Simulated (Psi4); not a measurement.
Noncovalent pair: CH5N (SMILES CN) (first 7 atoms) with CH2F2 (SMILES FCF); geometry from B3LYP-D3(BJ)/def2-TZVP, rigid monomers moved along the line of their centres of mass till N2···H11 is 3.27 Å.
(charge 0, multiplicity 1):
```xyz
12

C     -0.282    -0.601    -0.167
N      0.259     0.615     0.447
H     -1.031    -1.033     0.498
H      0.518    -1.334    -0.277
H     -0.742    -0.452    -1.152
H     -0.470     1.309     0.566
H      0.968     1.032    -0.144
F     -1.150    -1.290     4.192
C     -0.037    -0.569     4.536
F     -0.431     0.453     5.353
H      0.394    -0.151     3.625
H      0.630    -1.223     5.101
```

The numbers are results of Psi4 1.11 with SAPT0/jun-cc-pV(D+d)Z, not measurements.

**Question.** Which attractive term is largest, and how does the interaction split up?

**Answer.** electrostatics -7.8, exchange 1.1, induction -0.7, dispersion -1.4, total -8.9 kJ/mol; the largest attraction is electrostatics.
